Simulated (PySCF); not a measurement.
H₆ClN₃Si, singlet, geometry from GFN2-xTB; DF-PBE/def2-TZVPP (PySCF).

Input for PySCF:
```python
from pyscf import gto, scf, dft

mol = gto.Mole()
mol.atom = '''
    N    -0.692402   -1.555746   -0.694118
    Si    0.134872   -0.098882   -0.283072
    N     1.813250   -0.254767    0.057667
    N     0.083129    1.052476   -1.568307
    Cl   -0.737112    0.493134    1.453636
    H    -0.502944   -1.984943   -1.583754
    H    -1.663277   -1.661986   -0.452252
    H     2.090631   -0.775670    0.872771
    H     2.435788   -0.447458   -0.707803
    H    -0.812416    1.308137   -1.951126
    H     0.667076    1.869251   -1.493317
'''
mol.basis = 'def2-tzvpp'
mol.charge = 0
mol.spin = 0
mol.verbose = 4
mol.max_memory = 1800
mol.build()

mf = dft.RKS(mol)
mf.xc = 'pbe'
mf = mf.density_fit(auxbasis='def2-universal-jkfit')
mf.kernel()
```

Output, abridged:

```
PySCF version 2.14.0

[INPUT] verbose = 4
[INPUT] num. atoms = 11
[INPUT] num. electrons = 58
[INPUT] charge = 0
[INPUT] spin (= nelec alpha-beta = 2S) = 0
[INPUT] symmetry False subgroup None
[INPUT] Mole.unit = angstrom
[INPUT] Symbol           X                Y                Z      unit          X                Y                Z       unit  Magmom
[INPUT]  1 N     -0.692402000000  -1.555746000000  -0.694118000000 AA   -1.308450148101  -2.939933859388  -1.311692918131 Bohr   0.0
[INPUT]  2 Si     0.134872000000  -0.098882000000  -0.283072000000 AA    0.254871141872  -0.186859898649  -0.534928553533 Bohr   0.0
[INPUT]  3 N      1.813250000000  -0.254767000000   0.057667000000 AA    3.426545895368  -0.481439855577   0.108974836425 Bohr   0.0
[INPUT]  4 N      0.083129000000   1.052476000000  -1.568307000000 AA    0.157091043009   1.988891392678  -2.963670709238 Bohr   0.0
[INPUT]  5 Cl    -0.737112000000   0.493134000000   1.453636000000 AA   -1.392939803130   0.931888202711   2.746973924808 Bohr   0.0
[INPUT]  6 H     -0.502944000000  -1.984943000000  -1.583754000000 AA   -0.950426415993  -3.750998642873  -2.992861308684 Bohr   0.0
[INPUT]  7 H     -1.663277000000  -1.661986000000  -0.452252000000 AA   -3.143137999288  -3.140698362861  -0.854632419287 Bohr   0.0
[INPUT]  8 H      2.090631000000  -0.775670000000   0.872771000000 AA    3.950720017526  -1.465803863041   1.649298159463 Bohr   0.0
[INPUT]  9 H      2.435788000000  -0.447458000000  -0.707803000000 AA    4.602972217502  -0.845573072246  -1.337553820146 Bohr   0.0
[INPUT] 10 H     -0.812416000000   1.308137000000  -1.951126000000 AA   -1.535243739215   2.472020663410  -3.687093774518 Bohr   0.0
[INPUT] 11 H      0.667076000000   1.869251000000  -1.493317000000 AA    1.260590944270   3.532372448069  -2.821960147157 Bohr   0.0

nuclear repulsion = 314.07315655519
number of shells = 97
number of NR pGTOs = 360
number of NR cGTOs = 261
basis = def2-tzvpp
ecp = {}

******** <class 'pyscf.df.df_jk.DFRKS'> ********
method = DFRKS
initial guess = minao
damping factor = 0
level_shift factor = 0
DIIS = <class 'pyscf.scf.diis.CDIIS'>
diis_start_cycle = 1
diis_space = 8
diis_damp = 0
SCF conv_tol = 1e-09
SCF conv_tol_grad = None
SCF max_cycles = 50
direct_scf = False
XC library pyscf.dft.libxc version 7.1.2
    S. Lehtola, C. Steigemann, M. J. T. Oliveira, and M. A. L. Marques,  SoftwareX 7, 1–5 (2018)
XC functionals = pbe
    J. P. Perdew, K. Burke, and M. Ernzerhof,  Phys. Rev. Lett. 77, 3865 (1996)
    J. P. Perdew, K. Burke, and M. Ernzerhof,  Phys. Rev. Lett. 78, 1396 (1997)
    J. P. Perdew, K. Burke, and M. Ernzerhof,  Phys. Rev. Lett. 77, 3865 (1996)
    J. P. Perdew, K. Burke, and M. Ernzerhof,  Phys. Rev. Lett. 78, 1396 (1997)
radial grids:
    Treutler-Ahlrichs [JCP 102, 346 (1995); DOI:10.1063/1.469408] (M4) radial grids

becke partition: Becke, JCP 88, 2547 (1988); DOI:10.1063/1.454033
pruning grids: <function nwchem_prune>
grids dens level: 3
symmetrized grids: False
atomic radii adjust function: <function treutler_atomic_radii_adjust>
small_rho_cutoff = 0
Set gradient conv threshold to 3.16228e-05
Initial guess from minao.
tot grids = 138616
init E= -917.616732092162
  HOMO = -0.311602956250926  LUMO = -0.0338246193443297  gap/eV = 7.55873
cycle= 1 E= -917.122757080294  delta_E= 0.494  |g|= 0.876  |ddm|= 2.54
  HOMO = -0.0857841536284129  LUMO = 0.0297005117280449  gap/eV = 3.14250
cycle= 2 E= -916.759339726729  delta_E= 0.363  |g|= 1.54  |ddm|= 2.43
  HOMO = -0.219476154035208  LUMO = -0.00688561762885342  gap/eV = 5.78488
cycle= 3 E= -917.279303575614  delta_E= -0.52  |g|= 0.128  |ddm|= 1.87
  HOMO = -0.212143797744243  LUMO = -0.00329260363623973  gap/eV = 5.68313
cycle= 4 E= -917.282978724645  delta_E= -0.00368  |g|= 0.0575  |ddm|= 0.185
  HOMO = -0.212218846541583  LUMO = -0.00362682101530964  gap/eV = 5.67608
cycle= 5 E= -917.283633841807  delta_E= -0.000655  |g|= 0.0119  |ddm|= 0.0508
  HOMO = -0.21196148843652  LUMO = -0.00338072517503463  gap/eV = 5.67577
cycle= 6 E= -917.283658517377  delta_E= -2.47e-05  |g|= 0.00548  |ddm|= 0.013
  HOMO = -0.212057800349663  LUMO = -0.00352165819914063  gap/eV = 5.67456
cycle= 7 E= -917.283665031186  delta_E= -6.51e-06  |g|= 0.00122  |ddm|= 0.00434
  HOMO = -0.212131281458461  LUMO = -0.00354027056068418  gap/eV = 5.67605
cycle= 8 E= -917.283665294303  delta_E= -2.63e-07  |g|= 0.000509  |ddm|= 0.0012
  HOMO = -0.212116691602392  LUMO = -0.00353874857428593  gap/eV = 5.67569
cycle= 9 E= -917.283665347682  delta_E= -5.34e-08  |g|= 6.54e-05  |ddm|= 0.000391
  HOMO = -0.212117399453548  LUMO = -0.0035386816764813  gap/eV = 5.67572
cycle= 10 E= -917.283665348646  delta_E= -9.63e-10  |g|= 2.31e-05  |ddm|= 7.58e-05
  HOMO = -0.21211620005943  LUMO = -0.0035381955642535  gap/eV = 5.67570
Extra cycle  E= -917.28366534838  delta_E= 2.66e-10  |g|= 4.23e-05  |ddm|= 5.1e-05
converged SCF energy = -917.28366534838
```
